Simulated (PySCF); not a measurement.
CH8FNSi2.

```xyz
13

C      1.7037     0.9714    -0.6533
Si     0.9114    -0.5935    -0.0450
F      1.2426    -0.7031     1.5509
N     -0.7927    -0.6124    -0.3212
Si    -1.9714     0.6702    -0.2250
H      1.5372     1.1050    -1.7330
H      1.3025     1.8526    -0.1304
H      2.7887     0.9388    -0.4711
H      1.4777    -1.8244    -0.6610
H     -1.1852    -1.5468    -0.4131
H     -2.7970     0.7391    -1.4704
H     -1.2307     1.9534    -0.0568
H     -2.9098     0.4942     0.9265
```

Geometry optimised at PBE0-D3(BJ)/def2-SVP. The structure was generated by enumeration; whether it is a known compound was not checked. The values are those of a single conformer.

Method: PySCF with PBE/pcSseg-1. Non-relativistic, no solvent.

### Question
Give the absolute GIAO shielding of each atom: isotropic value and principal components (ppm). (An estimate is asked for; the answer gives what the named calculation found.)

### Answer

| atom | σ(iso) | σ11 | σ22 | σ33 | span |
|---|---|---|---|---|---|
| C1 | 183.3 | 172.5 | 185.8 | 191.6 | 19.1 |
| Si2 | 336.3 | 299.9 | 334.4 | 374.6 | 74.6 |
| F3 | 302.0 | 239.5 | 314.4 | 351.9 | 112.4 |
| N4 | 225.9 | 186.2 | 234.8 | 256.6 | 70.4 |
| Si5 | 395.8 | 346.8 | 382.4 | 458.3 | 111.5 |
| H6 | 31.3 | 27.0 | 29.1 | 37.8 | 10.7 |
| H7 | 30.4 | 26.1 | 29.2 | 35.9 | 9.8 |
| H8 | 30.9 | 26.8 | 28.1 | 37.9 | 11.1 |
| H9 | 26.1 | 22.9 | 23.7 | 31.7 | 8.8 |
| H10 | 30.5 | 22.6 | 28.0 | 41.0 | 18.4 |
| H11 | 26.4 | 22.8 | 24.6 | 31.9 | 9.2 |
| H12 | 26.4 | 22.7 | 26.7 | 29.7 | 7.0 |
| H13 | 26.3 | 22.6 | 24.5 | 31.9 | 9.3 |
